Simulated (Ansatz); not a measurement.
Ansatz (a first-principles code) job for AlFBr₂, SMILES [F][Al]([Br])[Br], PBE/def2-SVPD. The structure is a stationary point at B3LYP-D3(BJ)/def2-SVP. The structure was generated by enumeration; whether it is a known compound was not checked.

Ansatz 0.2 input:
```yaml
crystal:
  periodic: [false, false, false]
  atoms:
    - {symbol: Al, position_ang: [0.00000000, 0.00000000, -0.65737647]}
    - {symbol: F, position_ang: [-0.00000000, 0.00000000, -2.31289255]}
    - {symbol: Br, position_ang: [-0.00000000, 1.95550865, 0.41945610]}
    - {symbol: Br, position_ang: [-0.00000000, -1.95550865, 0.41945610]}
basis:
  gaussian:
    orbitals: def2-SVPD
hamiltonian:
  xc: {name: PBE}
```

It prints:

```
WARN ansatz: RAYON_NUM_THREADS=1 ignored (pool sized by the plan → 1); use --threads N
Functional definition: PBE
integrals: 0.08 GiB planned
1292 factors; their error is unknown
mean field: 0.41 GiB planned
mean field evaluation 1: about -149361.1652 eV, gradient 4.2e1 eV
mean field evaluation 2: about -149340.2067 eV, gradient 1.2e2 eV
mean field evaluation 4: about -149364.0067 eV, gradient 6.7e0 eV
mean field evaluation 8: about -149364.1029 eV, gradient 1.4e-1 eV
mean field evaluation 16: about -149364.0335 eV, gradient 6.3e-5 eV
mean field -149364.03348084 eV, -5489.0269878427 hartree, gradient 6.3e-5 eV, S^2 0.000000; 0 other end points of the search recorded, 0 dependent functions left out
reference -149364.03353376 eV, -5489.0269897873 hartree; 46, 46 occupied and 83, 83 virtual orbitals, 1292 factors
Total energy: -149364.03353376 eV, -5489.0269897873 hartree
```

Self-consistency was reached.

Cost: about 2.6 core-seconds (a rough figure).
